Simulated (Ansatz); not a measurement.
Isolated molecules relaxed with PBE0-D4/def2-TZVP in Ansatz; ΔE leaves out vibrations. CBS: MP2 limit from def2 TZ/QZ plus the TZ coupled-cluster correction, frozen cores. This one scheme is used for every species. Functionals use def2-TZVPP. Elements past krypton have def2 core potentials. For W outer-core shells are correlated without core-valence functions, which leaves a few kJ/mol of doubt a bond. Each species was taken in one conformer, which may not be the lowest.

Consider the formal hydrolysis of a W–Cl bond: `C[N]=[W](=[O])([Cl])[Cl]` + H₂O → `C[N]=[W](=[O])([OH])[Cl]` + HCl.

(1) Is it downhill or uphill in electronic energy at CCSD(T)/CBS, and by how much? (Estimate.)

(2) What do these levels give: PBE-D4, BLYP-D4, revPBE, BLYP, RPA@PBE/def2-TZVPP, HF/def2-TZVPP? (An estimate is asked.)

Largest T1 diagnostic among the species: 0.020, so the coupled-cluster value is less sure than usual.

Results:

(1) Computed: Uphill: ΔE = +8.1 kcal/mol.

(2) The calculation gave: PBE-D4 6.9, BLYP-D4 6.0, revPBE 6.7, BLYP 5.2, RPA@PBE/def2-TZVPP 5.9, HF/def2-TZVPP 5.3 kcal/mol.

The D4 term adds +0.8 kcal/mol with B3LYP and +0.4 kcal/mol with PBE0; it sums over pairs of atoms, weighted by their polarisabilities, and B3LYP, whose exchange is more repulsive, gets the larger term. In def2-TZVPP, CCSD(T) changes the Hartree–Fock value by +1.6 kcal/mol (the triples alone add +0.7 kcal/mol) and MP2 by +5.6 kcal/mol.

B3LYP here is the variant with VWN-RPA as its local correlation; programs differ in this.
